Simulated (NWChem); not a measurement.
Atomisation of C$_{2}$H$_{6}$N

```
C
H 1 1.1122
H 1 1.1142 2 104.40
N 1 1.4505 2 107.42 3 -122.42
H 4 1.0174 1 110.72 2 56.45
H 4 1.0184 5 106.63 1 -119.65
C 1 1.4827 2 109.20 3 116.46
H 7 1.0925 1 120.80 2 -79.55
H 7 1.0932 8 119.09 1 -168.13
```
Charge 0, spin multiplicity 2.

The numbers come from NWChem runs, not from measurements. The geometry was optimised at UPBE0/def2-SVP, a minimum by its harmonic frequencies. It is one conformer; others weren't searched.

Basis set: def2-TZVP. The atomisation energy is electronic alone: no zero-point, thermal, spin-orbit or counterpoise terms. No value is extrapolated to the basis-set limit. Free atoms are single determinants with multiplicities C 3, N 4, H 2.

B3LYP has NWChem's definition, with VWN1-RPA local correlation. The structure started from a generated list of species. The stability of the SCF solutions was not checked. Open-shell Hartree-Fock references start from PBE0 orbitals.

**Question.** For the atomisation energy, HF gives 555.8 kcal/mol and TPSS gives 774.5 kcal/mol. What do PBE, PBE0, B3LYP give?

**Answer.** PBE: 783.7 kcal/mol; PBE0: 771.3 kcal/mol; B3LYP: 768.4 kcal/mol.
